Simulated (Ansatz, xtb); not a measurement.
**Two isomers of C3H10AlClO**

Structure I is `C[OH+][Al-]([CH3])([CH3])[Cl]`, a singlet and structure II is `C[CH](C)[Al@H-]([OH2+])[Cl]`, a singlet. Both are isolated molecules in the gas phase, relaxed with PBE0-D4/def2-SVP; the shapes shown needn't be the lowest conformers.

I (Å):

```json
{"atom": "C", "x (Å)": "1.4329", "y (Å)": "-1.6671", "z (Å)": "0.1983"}
{"atom": "C", "x (Å)": "-0.2121", "y (Å)": "0.5295", "z (Å)": "-1.8156"}
{"atom": "C", "x (Å)": "-1.9200", "y (Å)": "0.7139", "z (Å)": "1.1604"}
{"atom": "Al", "x (Å)": "-0.2783", "y (Å)": "0.8745", "z (Å)": "0.1136"}
{"atom": "Cl", "x (Å)": "1.1109", "y (Å)": "2.4165", "z (Å)": "0.8034"}
{"atom": "O", "x (Å)": "0.9715", "y (Å)": "-0.4969", "z (Å)": "0.8621"}
{"atom": "H", "x (Å)": "0.5476", "y (Å)": "-2.2312", "z (Å)": "-0.1188"}
{"atom": "H", "x (Å)": "2.0347", "y (Å)": "-1.4147", "z (Å)": "-0.6876"}
{"atom": "H", "x (Å)": "2.0191", "y (Å)": "-2.2837", "z (Å)": "0.8943"}
{"atom": "H", "x (Å)": "1.7028", "y (Å)": "0.0567", "z (Å)": "1.1876"}
{"atom": "H", "x (Å)": "-0.6554", "y (Å)": "-0.4424", "z (Å)": "-2.0946"}
{"atom": "H", "x (Å)": "0.8123", "y (Å)": "0.5615", "z (Å)": "-2.2229"}
{"atom": "H", "x (Å)": "-0.7884", "y (Å)": "1.2981", "z (Å)": "-2.3588"}
{"atom": "H", "x (Å)": "-2.4362", "y (Å)": "-0.2451", "z (Å)": "0.9820"}
{"atom": "H", "x (Å)": "-1.7296", "y (Å)": "0.7951", "z (Å)": "2.2429"}
{"atom": "H", "x (Å)": "-2.6347", "y (Å)": "1.5124", "z (Å)": "0.8978"}
```

II (Å):

```xyz
16

C     0.1859    1.2666   -0.6574
C     0.8063    0.0743   -1.3876
C     0.9902    0.3613   -2.8791
Al   -0.2287   -1.5696   -1.0810
Cl    0.8318   -3.4358   -1.4245
O    -0.1493   -1.8838    0.9108
H     0.1131    1.0986    0.4305
H     0.7762    2.1903   -0.8012
H    -0.8331    1.4842   -1.0229
H     1.8072   -0.1143   -0.9526
H     1.4929   -0.4686   -3.4020
H     1.5964    1.2700   -3.0506
H     0.0231    0.5284   -3.3851
H    -1.8100   -1.6592   -1.2823
H    -1.0084   -2.0069    1.3376
H     0.3232   -2.7325    0.9735
```

Estimate which is lower in electronic energy at CCSD(T)/def2-SVP + ΔMP2/def2-TZVPP, and by roughly how much.

The CCSD(T)/def2-SVP + ΔMP2/def2-TZVPP calculation puts structure I lower, by 20.9 kJ/mol.

How the difference moves with the method:

| level | geometry | E(II) − E(I) (kJ/mol) | departure from the last row (kJ/mol) | job, with rough time for the two |
| --- | --- | --- | --- | --- |
| PBE0-D4/def2-SVP | PBE0-D4/def2-SVP | +21.0 | +0.1 | optimisation, 2.6 min |
| HF/def2-SVP | PBE0-D4/def2-SVP | +29.6 | +8.7 | part of the CCSD(T) run |
| MP2/def2-SVP | PBE0-D4/def2-SVP | +8.4 | −12.5 | part of the CCSD(T) run |
| CCSD(T)/def2-SVP | PBE0-D4/def2-SVP | +11.7 | −9.3 | single point |
| CCSD(T)/def2-SVP + ΔMP2/def2-TZVPP | PBE0-D4/def2-SVP | +20.9 |  | single point, 93 s |

As drawn, II has 2 C–C, 1 Al–H, 1 O–H in place of 1 C–O, 1 C–Al, 2 C–H.

None of the levels shown reverses the order. The largest departure from CCSD(T)/def2-SVP + ΔMP2/def2-TZVPP is that of MP2/def2-SVP, 12.5 kJ/mol. Levels run at GFN2-xTB geometries aren't shown. The last row adds to CCSD(T) the change of the MP2 difference between the two basis sets, here +9.3 kJ/mol.

With thermal terms from frequencies at re-optimised GFN2-xTB minima (ideal gas, soft modes damped towards free rotors, one conformer each, 298.15 K, 1 atm): the zero-point term adds −0.4 kJ/mol; ΔH is +17.7 and ΔG +26.1 kJ/mol.

The correlated steps freeze 14 core orbitals. Mirror images aren't counted in ΔG. Programs: Ansatz 0.2.0, xtb 6.7.1; the last row on 2 threads of Arm Neoverse V2 on a shared host.
